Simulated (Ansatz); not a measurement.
A structure relaxed at r2SCAN-D4/def2-SVP in Ansatz, charge 0, singlet:

```xyz
24

C    -0.8806    2.3915   -1.0128
C    -1.3844    1.5679   -1.7735
C    -2.0140    0.6808   -2.6632
C    -1.5980   -0.5891   -2.9516
C    -0.4692   -1.2257   -2.4078
C     0.5046   -1.8366   -1.9728
C     1.6344   -2.5573   -1.5494
C     2.0377   -2.7194   -0.2533
C     1.3916   -2.1934    0.8785
C     0.8733   -1.7658    1.9077
C     0.2895   -1.3486    3.1161
C    -0.1266   -0.0787    3.4045
C    -0.0421    1.0277    2.5420
C     0.0064    2.0344    1.8385
C     0.0901    3.2250    1.0966
C    -0.3131    3.3873   -0.1996
H    -2.9034    1.0561   -3.1855
H    -2.1775   -1.1597   -3.6886
H     2.2262   -3.0491   -2.3320
H     2.9298   -3.3319   -0.0705
H     0.1832   -2.1095    3.8999
H    -0.5429    0.1062    4.4030
H     0.4942    4.1023    1.6177
H    -0.2094    4.3856   -0.6438
```

(1) Give its formula, name or SMILES and point group.

(2) Summarise the bond lengths by kind (pairs closer than 1.2 times the sum of covalent radii, bridged metal pairs left out).

Results:

(1) `C1#CC=CC#CC=CC#CC=CC#CC=C1`. Point group D2d (tolerance 0.1 Å).

(2) 16 × C–C 1.23 to 1.41 Å; 8 × C–H 1.10 Å.
